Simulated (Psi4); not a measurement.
C4H3O (SMILES [c]1ccoc1), doublet (typed; the unrestricted solution is spin-contaminated), geometry from GFN2-xTB. Base run: HF/def2-SV(P) (Psi4 1.11).

Input for Psi4:
```
memory 2 GB

molecule {
0 2
  O     0.00320980    0.03712410    1.10077705
  C    -0.00470459    1.13278412    0.30613156
  C     0.00607725   -1.03890390    0.29073263
  C    -0.00668530    0.73246643   -0.98335742
  C     0.00019942   -0.67268721   -1.02298200
  H    -0.00805670    2.09460371    0.77436666
  H     0.01233026   -2.00397519    0.75783522
  H     0.00072736   -1.30957797   -1.88156691
}

set basis def2-sv(p)
set reference uhf

energy('scf')
print_variables()
```

The base run was repeated with changes; each row names its change, and settings that it needs were set with it.

```tsv
change	ΔE vs base (mEh)	point group used	SCF cycles
base	0.000	c1	17
jitter_ang = 0.002	-0.021	c1	17
molecule keys = symmetry c1, no_reorient, no_com	0.000	c1	17
molecule keys = no_reorient	0.000	c1	17
molecule keys = symmetry c1	0.000	c1	17
```

Open shells are given as the SCF converged; they aren't shown to be the lowest states, and a large step between rows can be another state.
